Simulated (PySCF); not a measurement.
Input for PySCF:
```python
from pyscf import gto, scf

mol = gto.Mole()
mol.atom = '''
    B    -0.69497852   -0.44725074   -0.45477667
    H    -1.55553984   -1.00106165   -1.01790660
    I    -0.40433582    1.59019807   -0.81237401
    I     0.49924964   -1.52911665    0.87448326
'''
mol.basis = 'def2-svpd'
mol.ecp = {'I': 'def2-svpd'}
mol.verbose = 4
mol.max_memory = 1800
mol.build()

mf = scf.RHF(mol)
mf = mf.density_fit(auxbasis='def2-universal-jkfit')
mf.kernel()
```

Problem. What does this run give for the total energy, dipole moment, number of basis functions, nuclear repulsion energy, Mulliken (on the basis functions themselves) charges in atom order?

Solution. 
```
Property                                                                                          Result
------------------------------------------------------------------  ------------------------------------
total energy                                                                                -618.5923 Eh
dipole moment                                                                                     0.45 D
number of basis functions                                                                             98
nuclear repulsion energy                                                                     165.2807 Eh
Mulliken (on the basis functions themselves) charges in atom order  B1 0.20, H2 0.21, I3 -0.20, I4 -0.20
```
